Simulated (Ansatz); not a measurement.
Start from `F[SiH2][O][ZnH]` and change one atom or group to get `F[SiH2]OC[SiH3]`.

Ansatz, PBE0-D4/def2-TZVP geometries, multiplicity 1. Each molecule was computed in one conformer, which needn't be the lowest.

Scalar relativity is left out up to krypton.

| property | `F[SiH2][O][ZnH]` |
| --- | --- |
| LUMO energy (B3LYP/def2-TZVPP) / eV | -0.79 |
| HOMO energy (PBE0/def2-TZVPP) / eV | -8.40 |
| HOMO–LUMO gap (PBE0/def2-TZVPP) / eV | 7.92 |
| size of the dipole moment (ωB97M-V/def2-TZVPP) / D | 2.01 |
| LUMO energy (PBE/def2-TZVPP) / eV | -1.35 |
| HOMO–LUMO gap (B3LYP/def2-TZVPP) / eV | 7.42 |

Task: Give the same properties after the change, and the shifts. (An estimate is asked.)

Result: Computed: 
| property | `F[SiH2]OC[SiH3]` | shift |
| --- | --- | --- |
| LUMO energy (B3LYP/def2-TZVPP) / eV | 0.14 | 0.93 |
| HOMO energy (PBE0/def2-TZVPP) / eV | -8.51 | -0.11 |
| HOMO–LUMO gap (PBE0/def2-TZVPP) / eV | 8.88 | 0.96 |
| size of the dipole moment (ωB97M-V/def2-TZVPP) / D | 1.24 | -0.77 |
| LUMO energy (PBE/def2-TZVPP) / eV | -0.47 | 0.88 |
| HOMO–LUMO gap (B3LYP/def2-TZVPP) / eV | 8.43 | 1.01 |

With PBE0 the HOMO falls by 0.11 eV and the LUMO rises by 0.86 eV, so the gap widens by about 0.97 eV. PBE moves the HOMO by -0.10 eV and ωB97M-V by -0.11 eV. Dipoles are sizes alone; their direction can turn.

B3LYP here is the variant with VWN-RPA as its local correlation; programs differ in this.
